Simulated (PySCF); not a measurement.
Excitation energy of Sn by level of theory

Sn [Kr] 4d10 5s2 5p2 (3P) → Sn [Kr] 4d10 5s1 5p3 (5S), as a difference of total energies. All numbers are calculated (PySCF 2.14, the spin-free X2C one-electron Hamiltonian (Gaussian nucleus), in ANO-RCC-VTZP (7s6p4d2f1g, 68 functions)). Correlated levels: valence and next inner shell: [Ar] 3d10 frozen. The calculations carry no spin-orbit coupling.

```
                                method  excitation energy (eV)  error (eV)
                                   UHF                   2.989      -1.618
    MP2 (valence and next inner shell)                   4.572      -0.035
SCS-MP2 (valence and next inner shell)                   4.745      +0.138
   CCSD (valence and next inner shell)                   4.387      -0.220
CCSD(T) (valence and next inner shell)                   4.494      -0.113
```

Reference: 4.607 eV (measured; NIST levels, between the centres of gravity of the two terms).

Errors of the correlated levels include the incompleteness of this basis and the frozen core.
